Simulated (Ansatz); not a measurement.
`[F][Ge]([F])([F])[SH]` + H₂ → `[F][GeH]([F])[F]` + H₂S at 298.15 K and 1 bar (hydrogenolysis of a Ge–S bond).

Program: Ansatz. Geometries: PBE0-D4/def2-TZVP. ΔE: electronic, gas phase. CCSD(T)/CBS is the MP2 limit (def2-TZVPP, def2-QZVPP) plus CCSD(T) − MP2 in def2-TZVPP, frozen cores. This one scheme is used for every species. For Ge outer-core shells are correlated without core-valence functions, which leaves a few kJ/mol of doubt a bond. Scalar relativity is left out up to krypton. Each species was taken in one conformer, which may not be the lowest.

```json
{"species": "`[F][Ge]([F])([F])[SH]`", "CCSD(T)/CBS energy (Eh)": "-2774.00787", "H − E (kJ/mol)": "64.6", "S (J/(mol·K))": "354.2"}
{"species": "H₂", "CCSD(T)/CBS energy (Eh)": "-1.17544", "H − E (kJ/mol)": "35.1", "S (J/(mol·K))": "130.4"}
{"species": "`[F][GeH]([F])[F]`", "CCSD(T)/CBS energy (Eh)": "-2376.20168", "H − E (kJ/mol)": "55.1", "S (J/(mol·K))": "294.6"}
{"species": "H₂S", "CCSD(T)/CBS energy (Eh)": "-398.97279", "H − E (kJ/mol)": "49.9", "S (J/(mol·K))": "205.7"}
```

H − E and S are ideal-gas, rigid-rotor, harmonic terms from PBE0-D4/def2-TZVP, for one conformer and one mirror image of each species. The MP2-based limit puts H₂ 0.8 mEh under its directly extrapolated value; such offsets cancel only in part. 1 Eh = 2625.50 kJ/mol, R = 8.31446 J/(mol·K).

Q: By hand: ΔE, ΔH, ΔS and ΔG.

A: ΔE = (-2376.20168) + (-398.97279) − (-2774.00787) − (-1.17544) = 0.00884 Eh = 23.2 kJ/mol. Δ(H − E) = 55.1 + 49.9 − 64.6 − 35.1 = 5.3, so ΔH = 28.5 kJ/mol. ΔS = 294.6 + 205.7 − 354.2 − 130.4 = 15.7 J/(mol·K). ΔG = 28.5 − 298.15 × (15.7)/1000 = 23.8 kJ/mol.

Q: By hand: the equilibrium constant, and the temperature at which ΔG would vanish if ΔH and ΔS stayed fixed.

A: log₁₀ K = −ΔG/(RT ln 10) = -4.2. ΔG = 0 at ΔH/ΔS = 1815 K, though so small a ΔS makes that figure unsure.

ΔH outweighs TΔS. A doubt of 5 kJ/mol in ΔE shifts log₁₀ K by 0.9 here. Other conformers and mirror images would add mixing entropy, several J/(mol·K) or more a flexible species. These are equilibria of isolated gas molecules and say nothing of rates. Largest T1 diagnostic: 0.012 (customary marks: 0.02 for closed shells, 0.045 for open ones).
